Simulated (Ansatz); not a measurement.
Job for Ansatz (a quantum-chemistry and plane-wave program): U-B3LYP/def2-TZVPP on CrH2O2 (SMILES [OH][Cr][OH]), 2S+1 = 3, a spin state set in the input, which need not be the lowest.

Ansatz 0.2 input:
```yaml
crystal:
  periodic: [false, false, false]
  atoms:
    - {symbol: Cr, position_ang: [-0.07335740, -0.48092195, -0.18253926]}
    - {symbol: O, position_ang: [1.45711372, 0.00666457, -0.97619962]}
    - {symbol: H, position_ang: [1.63315771, 0.76288188, -1.54262010]}
    - {symbol: O, position_ang: [-1.17376246, -0.43256930, 1.23081444]}
    - {symbol: H, position_ang: [-1.89692271, 0.17379136, 1.41333033]}
basis:
  gaussian:
    orbitals: def2-TZVPP
hamiltonian:
  xc: {name: B3LYP}
magnetization: {spin_polarized: true, initial_magnetization: 2}
```

The head of its log:

```
WARN ansatz: RAYON_NUM_THREADS=1 ignored (pool sized by the plan → 1); use --threads N
Functional definition: B3LYP
integrals: 0.06 GiB planned
915 factors; their error is unknown
mean field: 0.76 GiB planned
mean field evaluation 1: about -32538.6905 eV, gradient 6.0e1 eV
mean field evaluation 2: about -32485.5812 eV, gradient 1.3e2 eV
```

Predict the final total energy.

-1196.2350 hartree. Its determinant has ⟨S²⟩ = 3.01, a mixture of spin states.
